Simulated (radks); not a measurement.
Values are calculated unless marked as measured or tabulated.
Exchange energies: the exact (Fock) value of the Kohn-Sham orbitals and density-functional approximations, in hartree. Species: Mg [Ne] 3s2; Rb4+ [Ar] 3d10 4s2 4p3; Ce4+ [Xe]; Xe [Xe]. Level of theory: non-relativistic Kohn-Sham, exchange-only B88, spin-polarised, spherical densities, point nucleus (a radial shooting solver on a logarithmic mesh with Libxc functionals). Every spin shell is full or empty, so the densities are truly spherical. Functionals are evaluated on that one density, not self-consistently.

functional        Mg      Rb4+      Ce4+        Xe
exact       -15.9426  -96.4727  -198.553  -178.992
LDA          -14.586   -91.155   -189.43   -170.54
PBE          -15.886   -96.081   -197.72   -178.21
PBEsol       -15.374   -94.056   -194.27   -175.01
revPBE       -15.966   -96.266   -197.97   -178.43
RPBE         -15.995   -96.334   -198.06   -178.52
PW86         -16.078   -96.497   -198.05   -178.56
WC           -15.690   -95.545   -196.95   -177.48
AM05         -14.776   -91.598   -190.01   -171.08
SOGGA        -15.366   -94.039   -194.24   -174.99
G96          -15.975   -96.806   -199.30   -179.60
SCAN         -16.001   -96.712   -198.81   -179.25
r2SCAN       -15.967   -96.447   -198.27   -178.76
Tao-Mo       -15.975   -95.822   -196.91   -177.50
MVS          -15.927   -96.512   -198.65   -179.09
